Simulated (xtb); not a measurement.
xtb input (GFN2-xTB):

```bash
xtb mol.xyz --gfn 2 --sp --chrg 1 --uhf 0
```
mol.xyz:
```
3

Ga     0.00000000     0.00000000     0.00000000
F     -0.00000000    -0.00000000    -1.67033807
F      0.00000000     0.00000000     1.67033807
```

End of the output:

```
         :::::::::::::::::::::::::::::::::::::::::::::::::::::
         ::                     SUMMARY                     ::
         :::::::::::::::::::::::::::::::::::::::::::::::::::::
         :: total energy             -10.172867329849 Eh    ::
         :: gradient norm              0.033353858230 Eh/a0 ::
         :: HOMO-LUMO gap              2.792165553830 eV    ::
         ::.................................................::
         :: SCC energy               -10.186222178172 Eh    ::
         :: -> isotropic ES            0.195255995007 Eh    ::
         :: -> anisotropic ES          0.001585373172 Eh    ::
         :: -> anisotropic XC         -0.003694760002 Eh    ::
         :: -> dispersion             -0.000632371584 Eh    ::
         :: repulsion energy           0.013354848323 Eh    ::
         :: add. restraining           0.000000000000 Eh    ::
         :: total charge               1.000000000000 e     ::
         :::::::::::::::::::::::::::::::::::::::::::::::::::::

           -------------------------------------------------
          |                Property Printout                |
           -------------------------------------------------

    * Orbital Energies and Occupations

         #    Occupation            Energy/Eh            Energy/eV
      -------------------------------------------------------------
         1        2.0000           -1.1652069             -31.7069
         2        2.0000           -1.1362303             -30.9184
         3        2.0000           -0.9285780             -25.2679
         4        2.0000           -0.8502007             -23.1351
         5        2.0000           -0.8502007             -23.1351
         6        2.0000           -0.8484322             -23.0870
         7        2.0000           -0.8478216             -23.0704
         8        2.0000           -0.8478216             -23.0704 (HOMO)
         9                         -0.7452114             -20.2782 (LUMO)
        10                         -0.4331133             -11.7856
        11                         -0.4331133             -11.7856
        12                         -0.3440485              -9.3620
        13                         -0.3440485              -9.3620
        14                         -0.2240288              -6.0961
        15                         -0.2240288              -6.0961
        16                          0.3331443               9.0653
Note: The following floating-point exceptions are signalling: IEEE_DENORMAL
normal termination of xtb
        17                          0.6350194              17.2798
      -------------------------------------------------------------
                  HL-Gap            0.1026102 Eh            2.7922 eV
             Fermi-level           -0.7965165 Eh          -21.6743 eV

     #   Z          covCN         q      C6AA      α(0)
     1  31 Ga       1.389     0.842   231.603    36.217
     2   9 F        0.695     0.079     8.729     3.488
     3   9 F        0.695     0.079     8.729     3.488

 Mol. C6AA /au·bohr⁶  :        415.158102
 Mol. C8AA /au·bohr⁸  :      33153.014428
 Mol. α(0) /au        :         43.193895

Wiberg/Mayer (AO) data.
largest (>0.10) Wiberg bond orders for each atom

 ---------------------------------------------------------------------------
     #   Z sym  total        # sym  WBO       # sym  WBO       # sym  WBO
 ---------------------------------------------------------------------------
     1  31 Ga   2.538 --     2 F    1.269     3 F    1.269
     2   9 F    1.606 --     1 Ga   1.269     3 F    0.337
     3   9 F    1.606 --     1 Ga   1.269     2 F    0.337
 ---------------------------------------------------------------------------

Topologies differ in total number of bonds
Writing topology from bond orders to xtbtopo.mol

molecular dipole:
                 x           y           z       tot (Debye)
 q only:        0.000       0.000      -0.000
   full:       -0.000      -0.000      -0.000       0.000
molecular quadrupole (traceless):
                xx          xy          yy          xz          yz          zz
 q only:       -0.789       0.000      -0.789       0.000       0.000       1.578
  q+dip:       -0.073       0.000      -0.073       0.000      -0.000       0.146
   full:        1.933      -0.000       1.933       0.000       0.000      -3.866

           -------------------------------------------------
          | TOTAL ENERGY              -10.172867329849 Eh   |
          | GRADIENT NORM               0.033353858230 Eh/α |
          | HOMO-LUMO GAP               2.792165553830 eV   |
           -------------------------------------------------

------------------------------------------------------------------------
------------------------------------------------------------------------
 total:
 SCF:
```
